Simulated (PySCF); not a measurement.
One of the candidates below gave these computed data.

All candidates are C7H5FO2.

| technique | computed result |
| --- | --- |
| UV, strongest line | among the 6 lowest singlet transitions: S5 at 5.97 eV (208 nm, f = 0.125) [TDDFT CAM-B3LYP/def2-SVPD] |
| Polarisability | 88.7 au [CAM-B3LYP/def2-SVPD] |
| UV, first state | lowest singlet excitation: 3.76 eV (329 nm, f = 0.018) [TDDFT CAM-B3LYP/def2-SVPD] |
| Dipole | 1.73 D [CAM-B3LYP/def2-SVPD] |
| Rotational structure | rotational constants A, B, C: 4.625, 0.707, 0.617 GHz [PBE0-D3(BJ)/def2-SVP] |

The electronic properties come from PySCF, for the isolated species, density fitting. Levels stand in brackets. One conformer (not necessarily the lowest) at the PBE0-D3(BJ)/def2-SVP geometry, without solvent, vibrations or thermal averaging.

Problem. Which candidate is it?
A. `C#CC1=COC(CF)=CO1`
B. `O=C(F)c1ccc(O)cc1`
C. `O=C(O)c1cccc(F)c1`

Solution. A. It is `C#CC1=COC(CF)=CO1`. Numbering: `[CH:1]#[C:2][C:3]1=[CH:4][O:5][C:6]([CH2:7][F:8])=[CH:9][O:10]1`. Its formula, C7H5FO2, gives 5 degrees of unsaturation: 1 ring and 4 π bonds in the structure found. By its constants the optimised geometry is an asymmetric top.

The others, at the same levels:
- `O=C(O)c1cccc(F)c1` fails: its computed lowest singlet excitation is 4.97 eV (249 nm, f = 0.045) (against 3.76 eV), rotational constant A is 2.655 GHz (against 4.625 GHz) and smallest rotational constant is 0.693 GHz (against 0.617 GHz).
- `O=C(F)c1ccc(O)cc1` fails: its computed lowest singlet excitation is 5.08 eV (244 nm, f = 0.001) (against 3.76 eV), strongest line among the 6 lowest singlet transitions is S6 at 6.85 eV (181 nm, f = 0.562) (against S5 at 5.97 eV) and rotational constant A is 3.824 GHz (against 4.625 GHz).

Each candidate is one conformer, not necessarily the lowest. The conformers computed, where there is a choice (atom-mapped SMILES and torsion angles):
- `[CH:1]#[C:2][C:3]1=[CH:4][O:5][C:6]([CH2:7][F:8])=[CH:9][O:10]1`: O5–C6–C7–F8 179°
- `[O:1]=[C:2]([OH:3])[c:4]1[cH:5][cH:6][cH:7][c:8]([F:9])[cH:10]1`: O1–C2–C4–C5 -1°, H–O3–C2–O1 0°
- `[O:1]=[C:2]([F:3])[c:4]1[cH:5][cH:6][c:7]([OH:8])[cH:9][cH:10]1`: O1–C2–C4–C5 180°, H–O8–C7–C6 180°
